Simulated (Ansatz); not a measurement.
(ClZn-mu-H)2 (Zn₂H₂Cl₂), relaxed as a singlet with RKS PBE-D4/def2-SVP in Ansatz, starting from the GFN2-xTB geometry. Force threshold 0.02 eV/Å.

Another isomer (singlet) lies 0.67 eV lower at PBE0-D4/def2-TZVP; other spin states weren't run for this one.

Start:

```xyz
6

Cl   -2.736    0.946   -1.552
Cl    2.740   -0.949    1.545
Zn   -1.001    0.370   -0.565
Zn    1.000   -0.369    0.567
H     0.397    1.231    0.054
H    -0.400   -1.229   -0.049
```

```csv
step,energy (eV),largest force component (eV/Å),SCF passes
1,-121872.7014,0.819,23
2,-121872.7293,0.175,27
3,-121872.7304,0.017,27
4,-121872.7305,0.004,19
5,-121872.7305,0.005,19
6,-121872.7305,0.013,26
7,-121872.7306,0.040,26
8 (rejected),-121872.7278,0.323,26
9,-121872.7310,0.052,27
10,-121872.7313,0.140,27
11,-121872.7319,0.116,28
12,-121872.7360,0.015,27
```

Force components are those of the run's own axes.

End:

```xyz
6

Cl   -2.772    0.858   -1.536
Cl    2.758   -0.855    1.564
Zn   -0.919    0.562   -0.556
Zn    0.923   -0.563    0.547
H     0.453    1.235    0.066
H    -0.443   -1.238   -0.085
```

By distances, no bond broke or formed. The bond that changes most is Zn3–H6, from 1.78 to 1.92 Å (atoms count from 1).

The force fell under the threshold at step 3, but the optimiser went on and released 0.006 eV more. No frequencies were taken in this run, so the end may be a saddle point.

It took 22 s on 2 threads of Intel Xeon Platinum 8488C on a shared host.
